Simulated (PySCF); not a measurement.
Geometry (Å), atoms numbered from 1 in this order:
```xyz
6

W    -0.0415   -0.0012   -0.4895
C     0.1100    0.0043    1.2371
H     0.2068    0.0072    2.3256
Cl    2.1090   -0.0051   -1.2145
Cl   -1.1921    1.9020   -0.9362
Cl   -1.1923   -1.9072   -0.9226
```

Geometry: PBE0-D3(BJ)/def2-SVP; GIAO shifts from PySCF 2.14, gas phase, scalar relativity only through the core potential, averaged over equivalent atoms.

At KT2/pcSseg-1 (def2-TZVP on W) (134 basis functions, 15 s wall time on 1 thread of an Arm Neoverse V1, shared host):
| atoms | δ (ppm) |
| --- | --- |
| C2 | 281.5 |
| H3 | 6.81 |
| Cl4/Cl5/Cl6 | 472.4 |

References, each an isolated molecule treated in the same way: $^{13}$C (183.22 ppm), $^{1}$H (31.18 ppm) against TMS; HCl for $^{35}$Cl (942.74 ppm).

Task: Predict the values at PBE0/pcSseg-1 (def2-TZVP on W) on the same geometry.

Result: 
| atoms | δ at PBE0/pcSseg-1 (def2-TZVP on W) | change |
| --- | --- | --- |
| C2 | 323.2 | +41.7 |
| H3 | 6.42 | -0.39 |
| Cl4/Cl5/Cl6 | 444.8 | -27.6 |

δ = σ(ref) − σ, references computed at the same level: $^{13}$C (184.41 ppm) and $^{1}$H (31.27 ppm) vs TMS; $^{35}$Cl (943.27 ppm) against HCl.

The largest change is at C2 (carbon bonded to W, H). Cost: 134 basis functions, 11 s wall time on 1 thread of an Arm Neoverse V1, shared host.

W is described by an effective core potential, so it has no shielding of its own here; spin–orbit effects on the atoms bonded to it, which can be large, are absent, and the values of these neighbours are rough.
